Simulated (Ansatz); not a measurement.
Stretching the B1–H2 bond in BH3Se (SMILES B[SeH]) (multiplicity 1 held, fragments rigid). Energies count from the point at 1.186 Å.
Geometry at that point (charge 0, multiplicity 1):
```xyz
5

B      0.45012    -0.03983    -1.50253
H     -0.28917    -0.55999    -2.27043
H      1.48655     0.43721    -1.81940
Se    -0.13171    -0.01088     0.31516
H      1.03018     0.69172     0.88710
```

Restricted levels (R-, RO-) in cc, def2 and unpolarised 6-31G sets keep to the state of the molecule at rest. U- levels take the lowest unrestricted solution at each point, which mixes spins at long bonds. Active spaces are followed from a long bond inwards. Curves can end on different states.

Cores are frozen in the correlated methods. Filled d and f shells under p-block atoms count as core.

Programs: Ansatz (a program for electronic structure) with Gaussian orbitals. Values without a source in brackets are computed.

Energies in eV.

```json
[
 {"R (Å)": "0.949", "U-SCS-MP2/cc-pVDZ": "1.25", "U-CCSD/cc-pVDZ": "1.25", "R-CCSDT/cc-pVDZ": "1.26", "FIC-MRCISD on CASSCF(2,2)/cc-pVDZ": "1.26", "FIC-MRCISD+Q on CASSCF(2,2)/cc-pVDZ": "1.26"},
 {"R (Å)": "1.067", "U-SCS-MP2/cc-pVDZ": "0.28", "U-CCSD/cc-pVDZ": "0.29", "R-CCSDT/cc-pVDZ": "0.29", "FIC-MRCISD on CASSCF(2,2)/cc-pVDZ": "0.29", "FIC-MRCISD+Q on CASSCF(2,2)/cc-pVDZ": "0.29"},
 {"R (Å)": "1.186", "U-SCS-MP2/cc-pVDZ": "0.00", "U-CCSD/cc-pVDZ": "0.00", "R-CCSDT/cc-pVDZ": "0.00", "FIC-MRCISD on CASSCF(2,2)/cc-pVDZ": "0.00", "FIC-MRCISD+Q on CASSCF(2,2)/cc-pVDZ": "0.00"},
 {"R (Å)": "1.305", "U-SCS-MP2/cc-pVDZ": "0.10", "U-CCSD/cc-pVDZ": "0.10", "R-CCSDT/cc-pVDZ": "0.09", "FIC-MRCISD on CASSCF(2,2)/cc-pVDZ": "0.09", "FIC-MRCISD+Q on CASSCF(2,2)/cc-pVDZ": "0.10"},
 {"R (Å)": "1.423", "U-SCS-MP2/cc-pVDZ": "0.42", "U-CCSD/cc-pVDZ": "0.41", "R-CCSDT/cc-pVDZ": "0.40", "FIC-MRCISD on CASSCF(2,2)/cc-pVDZ": "0.40", "FIC-MRCISD+Q on CASSCF(2,2)/cc-pVDZ": "0.40"},
 {"R (Å)": "1.601", "U-SCS-MP2/cc-pVDZ": "1.09", "U-CCSD/cc-pVDZ": "1.06", "R-CCSDT/cc-pVDZ": "1.04", "FIC-MRCISD on CASSCF(2,2)/cc-pVDZ": "1.03", "FIC-MRCISD+Q on CASSCF(2,2)/cc-pVDZ": "1.04"},
 {"R (Å)": "1.779", "U-SCS-MP2/cc-pVDZ": "1.83", "U-CCSD/cc-pVDZ": "1.76", "R-CCSDT/cc-pVDZ": "1.72", "FIC-MRCISD on CASSCF(2,2)/cc-pVDZ": "1.71", "FIC-MRCISD+Q on CASSCF(2,2)/cc-pVDZ": "1.73"},
 {"R (Å)": "2.076", "U-SCS-MP2/cc-pVDZ": "3.38", "U-CCSD/cc-pVDZ": "2.85", "R-CCSDT/cc-pVDZ": "2.75", "FIC-MRCISD on CASSCF(2,2)/cc-pVDZ": "2.74", "FIC-MRCISD+Q on CASSCF(2,2)/cc-pVDZ": "2.76"},
 {"R (Å)": "2.372", "U-SCS-MP2/cc-pVDZ": "4.12", "U-CCSD/cc-pVDZ": "3.69", "R-CCSDT/cc-pVDZ": "3.53", "FIC-MRCISD on CASSCF(2,2)/cc-pVDZ": "3.50", "FIC-MRCISD+Q on CASSCF(2,2)/cc-pVDZ": "3.53"},
 {"R (Å)": "2.728", "U-SCS-MP2/cc-pVDZ": "4.44", "U-CCSD/cc-pVDZ": "4.29", "R-CCSDT/cc-pVDZ": "4.11", "FIC-MRCISD on CASSCF(2,2)/cc-pVDZ": "4.07", "FIC-MRCISD+Q on CASSCF(2,2)/cc-pVDZ": "4.11"},
 {"R (Å)": "3.202", "U-SCS-MP2/cc-pVDZ": "4.57", "U-CCSD/cc-pVDZ": "4.54", "R-CCSDT/cc-pVDZ": "4.46", "FIC-MRCISD on CASSCF(2,2)/cc-pVDZ": "4.42", "FIC-MRCISD+Q on CASSCF(2,2)/cc-pVDZ": "4.45"},
 {"R (Å)": "3.795", "U-SCS-MP2/cc-pVDZ": "4.60", "U-CCSD/cc-pVDZ": "4.59", "R-CCSDT/cc-pVDZ": "4.59", "FIC-MRCISD on CASSCF(2,2)/cc-pVDZ": "4.54", "FIC-MRCISD+Q on CASSCF(2,2)/cc-pVDZ": "4.58"}
]
```

Doubts at one or more of the structures used: a spin-contaminated determinant (U-SCS-MP2/cc-pVDZ, U-CCSD/cc-pVDZ); T1 above 0.05 (U-CCSD/cc-pVDZ, R-CCSDT/cc-pVDZ); a restricted determinant that unrestricted orbitals would lower (R-CCSDT/cc-pVDZ); other coupled-cluster roots lie near (R-CCSDT/cc-pVDZ).
